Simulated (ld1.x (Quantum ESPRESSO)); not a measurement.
## Building the TM semilocal potential for P (Z = 15) (PBEsol, scalar-relativistic).

phosphorus, norm-conserving Troullier–Martins (semilocal form), made with ld1.x (Quantum ESPRESSO) 7.5 (PBEsol, scalar-relativistic). Core [Ne], reference 3s2 3p2.5 (charge +0.5). Waves: 3p (bound): rc 2.00 bohr; 3d channel at 0.1 Ry: rc 1.60 bohr; 3s (bound): rc 1.30 bohr. Local part: the s channel. Core correction: Bessel-smoothed model core, default radius (core density twice the valence density).

**Question.** Estimate the cutoffs (Ry, on a coarse ladder) from which the occupation-weighted sum of valence levels, in a spherical-Bessel basis at the reference potential, stays within 10 and 1 mRy of its value at 400 Ry.

**Answer.** 40 Ry and 90 Ry.

**Question.** Which valence shell sets the plane-wave cutoff?

**Answer.** 3s: its level needs 55 Ry to come within 1 mRy, against 12 Ry for 3p.

**Question.** Tests: 3s2 3p3; 3s2 3p2; 3s2 3p1; 3s1 3p0; 3s1 3p4; 3s0 3p5; 3s2 3p0. Which has the largest error in its energy relative to the reference configuration, and how large is it?

**Answer.** 3s1 3p0, with +137 meV (all-electron minus pseudo) on +106.67 eV.
